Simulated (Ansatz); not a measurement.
Stepwise reaction of `[F][In]([F])[SH]` with ammonia, as a gas-phase model of exchange steps in deposition or etching. ΔE in kJ/mol.

Computed with Ansatz on PBE0-D4/def2-TZVP structures; ΔE is electronic, products minus reactants. CCSD(T)/CBS is the MP2 limit (def2-TZVPP, def2-QZVPP) plus CCSD(T) − MP2 in def2-TZVPP, frozen cores. This one scheme is used for every species. Functionals use def2-TZVPP. B3LYP here is the variant with VWN-RPA as its local correlation; programs differ in this. Elements past krypton have def2 core potentials. For In outer-core shells are correlated without core-valence functions, which leaves a few kJ/mol of doubt a bond. One conformer a species, not always the lowest.

```
step                                                   reaction  PBE-D4  B3LYP-D4  ωB97M-V  CCSD(T)/CBS
   2  `[NH2][In]([F])[SH]` + NH₃ → `[NH2][In]([NH2])[SH]` + H–F    64.1      66.1     62.8         53.8
```

(1) Give the row of step 1, `[F][In]([F])[SH]` + NH₃ → `[NH2][In]([F])[SH]` + H–F. (Estimate.)

(2) By hand: ΔE of the 2 steps together at CCSD(T)/CBS.

Results:

(1) The calculation gave: 
| step | reaction | PBE-D4 | B3LYP-D4 | ωB97M-V | CCSD(T)/CBS |
| --- | --- | --- | --- | --- | --- |
| 1 | `[F][In]([F])[SH]` + NH₃ → `[NH2][In]([F])[SH]` + H–F | 42.4 | 44.9 | 42.6 | 34.0 |

(2) (34.0) + (53.8) = 87.8 kJ/mol, or 43.9 kJ/mol a step.

In ΔE each step is higher than the one before. All are uphill at CCSD(T)/CBS. PBE-D4 differs from CCSD(T)/CBS by 8.4 to 10.3 kJ/mol a step. Isolated molecules leave out the surface, adducts and barriers. Largest T1 diagnostic: 0.016.
